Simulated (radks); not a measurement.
Task: S I, 16 electrons, occupied as [He] 2s2 2p5 3s2 3p4 4p1 (not the ground configuration). Method: scalar-relativistic Kohn-Sham, BLYP, spin-polarised, spherical densities, point nucleus; open shells are filled with parallel spins first; computed with a radial shooting solver on a logarithmic mesh with Libxc functionals. Some entries of the table are withheld. Estimate them.

orbital,occ.,eigenvalue (eV),<r> (bohr)
1s up,1,-2451.504,0.09686
1s down,1,-2449.097,0.09678
2s up,1,-242.1591,0.4680
2s down,1,-238.0876,0.4699
2p up,3,-189.3091,0.4263
2p down,2,-184.6139,0.4290
3s up,1,-27.1713,1.532
3s down,1,-24.7666,1.558
3p up,3,(1),(2)
3p down,1,(3),(4)
4p up,1,-1.2937,(5)

Result: 
(1) 3p up eigenvalue (eV): -15.5817
(2) 3p up <r> (bohr): 1.728
(3) 3p down eigenvalue (eV): -13.4163
(4) 3p down <r> (bohr): 1.791
(5) 4p up <r> (bohr): 7.103
